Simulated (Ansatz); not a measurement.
Born–Oppenheimer molecular dynamics of BrH5Si (7 atoms, charge 0, multiplicity 1). It starts at the highest image of a converged band. Of that band: Neighbouring images differ by up to 1.3 eV, so the band resolves the path poorly. A vibrational analysis at the climbing image gives 2 clearly imaginary modes (913i, 121i cm⁻¹): a point of higher order, so a lower path passes nearby.

Theory: RKS B3LYP-D4/def2-SVP in Ansatz.

```json
{
 "ensemble": "NVE (velocity Verlet)",
 "time step": "0.5 fs",
 "steps asked": "200",
 "starting velocities drawn for": "300 K",
 "seed": "10545"
}
```

First frame:

```xyz
7
Properties=species:S:1:pos:R:3
Si -0.185 0.000 -0.052
H 0.047 0.000 1.690
H 1.315 0.000 0.038
H -0.546 1.293 -0.665
H -0.546 -1.293 -0.665
Br -2.658 0.000 1.055
H -0.840 0.000 1.692
```

What does the run give?

All steps were run.

* steps done: 200
* time covered: 100 fs
* mean temperature over the second half: 2402 K
* spread of the potential energy over the second half: 20.2 meV per atom
* mean potential energy of the second half above the start: -194.2 meV per atom

The conserved energy stayed within 0.54 meV per atom of its start (net change -0.54 meV per atom), so the integration is sound. The kinetic energy rose, since the run started high on the potential surface and went downhill. It ends in pieces (BrH + H4Si), so much of that is their flight and rotation, not heat. A run of 0.1 ps of so small a system gives no equilibrium averages. The orbitals stay closed-shell, which can raise the energy where a bond breaks towards radicals; this wasn't checked here.

What happens to the structure?

Between its relaxed ends the band would form Si1–Br6, H2–H7 and break Si1–H2, Br6–H7. These pairs go: Si1–Br6 2.71 → 4.85 Å, H2–H7 0.89 → 6.73 Å, Si1–H2 1.76 → 1.48 Å, Br6–H7 1.93 → 1.40 Å. In the last frame they stand as before the step (other bonds may differ from the relaxed reactants and products). It ends as BrH + H4Si. Pairs count as bonded within 1.25 times the sum of covalent radii (0.12 Å more for H–H). This is one draw of velocities; another would differ in detail.

How do temperature and energy run in time?


| time (fs) | T (K) | potential energy less start (eV) | conserved less start (meV/atom) |
| --- | --- | --- | --- |
| 0 | 300 | 0.000 | 0.00 |
| 5 | 120 | 0.117 | 0.08 |
| 10 | 146 | 0.100 | 0.08 |
| 15 | 549 | -0.161 | 0.06 |
| 20 | 940 | -0.416 | -0.29 |
| 25 | 1617 | -0.854 | -0.36 |
| 30 | 1563 | -0.815 | 0.11 |
| 35 | 1727 | -0.919 | 0.43 |
| 40 | 1977 | -1.084 | 0.00 |
| 45 | 2391 | -1.353 | -0.21 |
| 50 | 2458 | -1.397 | -0.29 |
| 55 | 2028 | -1.116 | 0.13 |
| 60 | 2616 | -1.500 | -0.42 |
| 65 | 2734 | -1.576 | -0.37 |
| 70 | 2237 | -1.252 | 0.05 |
| 75 | 2185 | -1.216 | 0.40 |
| 80 | 2414 | -1.366 | 0.01 |
| 85 | 2635 | -1.511 | -0.22 |
| 90 | 2362 | -1.334 | -0.10 |
| 95 | 2066 | -1.140 | 0.15 |
| 100 | 2789 | -1.612 | -0.54 |

Time of the run: 8.1 min on 1 thread of Arm Neoverse V1, on a shared host, peak memory 0.14 GiB.
